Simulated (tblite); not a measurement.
C₄H₁₃FSi₄.
Structure used (GFN2-xTB), in Å, numbered top down from 1:
```
atom  x, y, z in Å
F1    -0.2641   -3.2408    0.7847
C2     0.2225   -2.1142    1.4226
Si3    0.0630   -0.5716    0.2692
C4    -1.7995   -0.2505    0.1557
C5    -2.3866    1.0136    0.7225
C6    -2.2701    0.8489   -0.7542
Si7    1.5087    1.1891    0.9390
Si8    2.6649    0.9665   -1.1042
Si9    1.2523   -0.8020   -1.7774
H10   -0.3333   -2.0292    2.3593
H11    1.2679   -2.3252    1.6587
H12   -2.4466   -1.1206    0.2002
H13   -1.7237    1.7126    1.2112
H14   -3.3692    0.9685    1.1687
H15   -1.5236    1.4335   -1.2735
H16   -3.1715    0.6948   -1.3286
H17    2.2785    0.9712    2.1720
H18    0.8820    2.4969    1.1775
H19    2.6496    2.1581   -1.9633
H20    4.0988    0.6666   -1.0007
H21    0.4803   -0.5587   -3.0042
H22    1.9095   -2.0883   -2.0360
```

Calculated harmonic vibrations of the isolated species, GFN2-xTB (tblite), most abundant isotopes, no scaling. The method is semi-empirical: single wavenumbers can be off by several per cent or more. Modes of hydrogen on silicon can be 10 to 20 % off. One conformer, not necessarily the lowest.

Harmonic wavenumbers (cm⁻¹): 25.4, 29.4, 38.9, 73.7, 93.7, 97.8, 129.7, 199.3, 251.0, 260.7, 280.8, 291.7, 300.2, 351.0, 369.6, 380.1, 394.5, 411.0, 419.3, 471.6, 480.5, 486.9, 604.2, 612.2, 651.1, 678.2, 742.7, 809.8, 818.1, 824.4, 844.6, 853.1, 952.7, 998.1, 1012.9, 1015.1, 1070.3, 1073.2, 1104.8, 1158.5, 1209.0, 1233.7, 1274.3, 1338.3, 1450.5, 1454.0, 1489.6, 2157.6, 2166.8, 2175.5, 2182.7, 2189.9, 2199.3, 2948.2, 2956.5, 3012.8, 3067.6, 3078.6, 3081.0, 3095.4.

A = 912.1, B = 642.6, C = 531.2 MHz; mass 192.008 u (most abundant isotopes); point group C1, symmetry number 1.

**Question.** What is the zero-point energy?

**Answer.** ½Σν̃ = 32711 cm⁻¹ = 391.31 kJ/mol.

**Question.** Give the ideal-gas entropy at 350 K and 1 bar in the rigid-rotor, harmonic-oscillator model (classical rotation).

**Answer.** Translation 177.76, rotation 133.01, vibration 256.69: S = 567.5 J/(mol K).

**Question.** And Cp and H(350 K) − H(0)?

**Answer.** Cp = 260.40 J/(mol K), of which vibrations give 227.15 (their classical limit is 60 R = 498.9); H(350 K) − H(0) = 55.28 kJ/mol without the zero-point energy, 43.64 from vibrations.

**Question.** Blend soft modes into free rotors: weight 1/[1 + (100 cm⁻¹/ν̃)⁴] for the oscillator and the rest for a rotor with moment μB/(μ + B), μ = h/(8π²ν), B = 10⁻⁴⁴ kg m². What vibrational entropy results?

**Answer.** 225.45 J/(mol K) in place of 256.69, which changes −T·S at 350 K by +10.93 kJ/mol.

**Question.** What must be added to the electronic energy to get the Gibbs energy at 350 K and 1 bar?

**Answer.** ZPE + [H(350 K) − H(0)] − T·S = 391.31 + 55.28 − 198.61 = 247.98 kJ/mol.

Hindered rotation and anharmonicity are outside this model. Other conformers, if any are populated, would add a mixing term that is left out. The structure is chiral; the term R ln 2 for an equal mix with its mirror image is left out.
